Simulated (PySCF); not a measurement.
C₂H₄BFO₃, SMILES CC(=O)OB(O)F. Atoms are numbered in the order given.

```xyz
11

B      0.1216     0.3907     1.1414
F     -0.9943    -0.1479     1.6274
O      0.6595    -0.0632    -0.0475
C     -0.0986    -0.3309    -1.1525
C      0.6651    -1.1541    -2.1522
O     -1.2171     0.0834    -1.2808
H      0.0542    -1.3148    -3.0478
H      0.9401    -2.1202    -1.7008
H      1.6034    -0.6420    -2.4146
O      0.8016     1.3314     1.8242
H      0.3924     1.5526     2.6706
```

Geometry optimised at B3LYP-D3(BJ)/def2-SVP. Other conformers were not sampled.

All values below come from TDDFT-PBE/def2-SVPD (PySCF).

Vertical excitations. Isolated molecule, no solvent.

### Question
Give excitation energies, oscillator strengths and character. (An estimate is asked for; the answer gives what the named calculation found.)

### Answer

```csv
state,energy (eV),λ (nm),f,main pairs
S1,5.36,231,0.001,HOMO→LUMO 100 %
S2,6.02,206,0.023,HOMO→LUMO+1 99 %
S3,6.90,180,0.008,HOMO→LUMO+2 99 %
S4,7.01,177,0.003,HOMO→LUMO+3 98 %
S5,7.29,170,0.078,"HOMO−2→LUMO 49 %, HOMO−1→LUMO 44 %"
S6,7.48,166,0.008,HOMO−1→LUMO+1 96 %
S7,7.57,164,0.033,"HOMO−3→LUMO 37 %, HOMO−2→LUMO 31 %, HOMO−1→LUMO 18 %"
S8,7.78,159,0.009,"HOMO−3→LUMO 48 %, HOMO→LUMO+4 26 %, HOMO−1→LUMO 8 %"
S9,7.90,157,0.003,"HOMO−4→LUMO 51 %, HOMO→LUMO+4 41 %"
S10,7.96,156,0.025,"HOMO−4→LUMO 39 %, HOMO→LUMO+4 27 %, HOMO−1→LUMO 9 %, HOMO−5→LUMO 8 %"
T1,4.84,256,0,HOMO→LUMO 100 %
T2,5.95,208,0,HOMO→LUMO+1 96 %
T3,6.04,205,0,HOMO−1→LUMO 88 %
T4,6.83,182,0,HOMO→LUMO+2 99 %
```
Triplets are in the Tamm–Dancoff approximation, which puts them higher than full response would, so one can lie above its singlet here.
